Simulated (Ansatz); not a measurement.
Input for Ansatz (a quantum-chemistry and plane-wave program): R-PBE/def2-TZVPPD on BrH3Se (a complex), monomers drawn apart or pushed together. Files ending in .json are basis or fitting sets from the Basis Set Exchange.

Ansatz 0.2 input:
```yaml
crystal:
  periodic: [false, false, false]
  atoms:
    - {symbol: Br, position_ang: [-0.33061094, 0.13122235, -0.57024730]}
    - {symbol: H, position_ang: [-0.35181744, 0.14657662, 0.87493129]}
    - {symbol: Se, position_ang: [-0.24103060, 0.11463768, 3.13755899]}
    - {symbol: H, position_ang: [0.31402647, -1.24622587, 3.08031736]}
    - {symbol: H, position_ang: [1.10476080, 0.70392791, 3.06755434]}
basis:
  gaussian:
    orbitals: def2-TZVPPD.json
hamiltonian:
  xc: {name: PBE}
scf: {lower_state_search: off}
```

The log:

```
WARN ansatz: RAYON_NUM_THREADS=1 ignored (pool sized by the plan → 1); use --threads N
Functional definition: PBE
these checks for a lower state are left out or cut short: stability, starts, cluster_reference, orbital_swaps, neighbouring_geometries, increment
integrals: 0.09 GiB planned
1020 factors; their error is unknown
mean field: 0.57 GiB planned
mean field evaluation 1: about -135423.9553 eV, gradient 1.7e1 eV
mean field evaluation 2: about -135424.1688 eV, gradient 1.2e1 eV
mean field evaluation 4: about -135424.5544 eV, gradient 5.0e-1 eV
mean field evaluation 8: about -135424.5390 eV, gradient 1.8e-1 eV
mean field evaluation 16: about -135424.5391 eV, gradient 7.1e-6 eV
mean field -135424.53906862 eV, -4976.7600167223 hartree, gradient 7.1e-6 eV, S^2 0.000000; 0 other end points of the search recorded, 0 dependent functions left out
reference -135424.53913247 eV, -4976.7600190687 hartree; 36, 36 occupied and 129, 129 virtual orbitals, 1020 factors
Total energy: -135424.53913247 eV, -4976.7600190687 hartree
Checks for a lower state left out: stability, starts, cluster_reference, orbital_swaps, neighbouring_geometries, increment
```

The calculation finished and met its thresholds.

Cost: very roughly 1.3 core-seconds.
